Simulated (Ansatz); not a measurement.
`OC[SiH](F)S`, relaxed with RKS PBE-D4/def2-SVP in Ansatz 0.2.0 from a rough embedded geometry. The force threshold is 0.03 eV/Å; the program also tests the step.

The species carries charge 0 and has multiplicity 1.

Start:

```xyz
10

O    -1.211   -1.238    0.471
C    -0.466   -0.136    0.893
Si    0.880    0.590   -0.242
F     1.837   -0.542   -0.531
S    -0.023    1.290   -2.049
H    -0.598   -2.007    0.275
H    -1.223    0.655    1.141
H    -0.054   -0.412    1.854
H     1.560    1.680    0.466
H    -0.702    0.120   -2.278
```

**Question.** By how much does the energy fall, and how many steps does the optimiser take? (An estimate is asked.)

**Answer.** The calculation gave: 61.18 kJ/mol, in 13 steps, 1 of them rejected.

**Question.** Which bonds change most? (An estimate is asked.)

**Answer.** Computed: Si3–F4 from 1.510 to 1.651 Å; O1–C2 from 1.394 to 1.433 Å; C2–H8 from 1.082 to 1.116 Å; Si3–H9 from 1.467 to 1.498 Å.

**Question.** Give the relaxed structure. (Best estimate.)

**Answer.** Computed: 
```xyz
10

O    -1.237   -1.088    0.143
C    -0.480   -0.122    0.885
Si    0.905    0.616   -0.199
F     2.058   -0.560   -0.310
S     0.002    1.002   -2.092
H    -0.655   -1.857   -0.009
H    -1.186    0.682    1.180
H    -0.068   -0.547    1.832
H     1.581    1.839    0.342
H    -0.920    0.034   -1.772
```
